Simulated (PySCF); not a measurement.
Vertical excitations of a molecule C₃H₆F₂Si from TDA-CAM-B3LYP/def2-SVPD in PySCF, as energy in eV (oscillator strength): 7.19 (0.009), 7.45 (0.000), 7.49 (0.462), 7.88 (0.002), 7.97 (0.088), 7.97 (0.000), 8.26 (0.020), 8.29 (0.009), 8.52 (0.013), 8.86 (0.001). Lowest triplet (TDA): 4.25 eV. Geometry optimised at ωB97X-D3(BJ)/def2-SVP. One conformer was computed; it need not be the lowest.

Task: Identify the compound among the candidates.
(A) F[C@H]1C[Si@@H](F)C1
(B) C=CC(F)(F)[SiH3]
(C) F/C=C\[SiH2]CF
(D) F[Si]1(F)CCC1

Result: C, F/C=C\[SiH2]CF
